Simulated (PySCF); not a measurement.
Calculation: PySCF with PBE-D3(BJ)/def2-TZVP. Gas-phase values, no solvent. One relaxed conformer stands for a flexible species; it need not be the lowest. Excitations are Tamm–Dancoff values on a coarser integration grid. The basis has no diffuse functions, so Rydberg states are missing or too high.

Reference species (SMILES): `[F][In]([F])[F]` (neutral, multiplicity 1).

- HOMO = -9.19 eV
- S1–T1 gap (TDA) = 0.48 eV
- S1 oscillator strength = 0.000
- T1 excitation (TDA) = 4.37 eV

After one change: the HOMO goes up by 1.90 eV; the S1–T1 gap (TDA) decreases by 0.09 eV; the S1 oscillator strength is nearly the same; the T1 excitation (TDA) falls by 1.03 eV.

Q: Which change was made? The new species is one of these.
A) `[F][In]([F])[SH]` (F–In–S–H torsion 0°)
B) `[SH][In]([SH])[SH]`
C) `[F][In]([SH])[SH]` (S–In–S–H torsion 0°, S–In–S–H torsion 180°)

A: A, `[F][In]([F])[SH]` (F–In–S–H torsion 0°)
